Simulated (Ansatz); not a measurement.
Basis sets compared for Mg₄Zn₂⁺. Total charge 1; doublet. Geometry r2SCAN/def2-SVP. Ansatz on 4 threads of Intel Xeon 6975P-C on a shared host; times are rough, and most runs start from earlier orbitals.

```xyz
6

Mg    0.442   -0.437   -2.057
Mg   -1.273   -1.727    0.175
Mg   -1.512    1.419   -0.346
Mg    0.196    2.801    1.757
Zn    0.763    0.146    0.670
Zn    1.385   -2.201   -0.199
```

Another isomer (doublet) lies 0.24 eV lower at PBE0/def2-TZVP; other spin states weren't run for this one.

```csv
level,functions,energy (Eh),HOMO (eV),LUMO (eV),wall time
PBE/def2-SVP,134,-4357.1025,-7.51,-6.99,3 s
PBE0/def2-SVP,134,-4357.2129,-7.99,-6.34,7.5 s
```

(1) Estimate the rows for PBE/def2-TZVP (with forces), PBE0/def2-TZVP.

Answers

(1) 
```json
{"level": "PBE/def2-TZVP (with forces)", "functions": "224", "energy (Eh)": "-4357.9110", "HOMO (eV)": "-7.56", "LUMO (eV)": "-7.03", "wall time": "5.5 s"}
{"level": "PBE0/def2-TZVP", "functions": "224", "energy (Eh)": "-4358.0031", "HOMO (eV)": "-8.05", "LUMO (eV)": "-6.38", "wall time": "11 s"}
```
